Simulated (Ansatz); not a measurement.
Ansatz results at the PBE0-D4/def2-TZVP geometry: HOMO energy (ωB97M-V/def2-TZVPP) -11.35 eV; HOMO energy (PBE/def2-TZVPP) -7.71 eV; LUMO energy (B3LYP/def2-TZVPP) -0.88 eV.

Each molecule was computed in one conformer, which needn't be the lowest.

Problem. Which molecule gave them?
A. `B[SiH2]N=C`
B. `CBCOC`
C. `NC[O][SbH2]`
D. `FB(Cl)C[SiH3]`

Solution. D. The others give `CBCOC`: -9.85, -5.86, -0.92; `B[SiH2]N=C`: -9.47, -5.75, -2.64; `NC[O][SbH2]`: -8.84, -5.48, -0.84.

B3LYP here is the variant with VWN-RPA as its local correlation; programs differ in this.
